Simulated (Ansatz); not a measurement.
Results of the Gaussian-basis code of Ansatz.

Basis-set series for CH6FGeIn, SMILES `[CH3][In]([F])[GeH3]`. Charge 0, multiplicity 1. In takes the def2 core potential. The geometry is a stationary point of PBE0-D4/def2-TZVP.

```
functional       basis  functions  energy (Eh)  HOMO (eV)  LUMO (eV)
   PBE0-D4    def2-SVP        116  -2407.94582      -7.43      -1.53
   PBE0-D4  def2-TZVPP        244  -2408.39094      -7.49      -1.62
   ωB97M-V    def2-SVP        116  -2408.11389      -9.43       0.09
   ωB97M-V  def2-TZVPP        244  -2408.56530      -9.50      -0.11
```

(1) Give the rows for def2-QZVPP. (Estimate.)

Answers

(1) The calculation gave: 
```json
{"functional": "PBE0-D4", "basis": "def2-QZVPP", "functions": "465", "energy (Eh)": "-2408.44621", "HOMO (eV)": "-7.50", "LUMO (eV)": "-1.64"}
{"functional": "ωB97M-V", "basis": "def2-QZVPP", "functions": "465", "energy (Eh)": "-2408.61930", "HOMO (eV)": "-9.51", "LUMO (eV)": "-0.16"}
```

Scalar relativity is left out up to krypton.
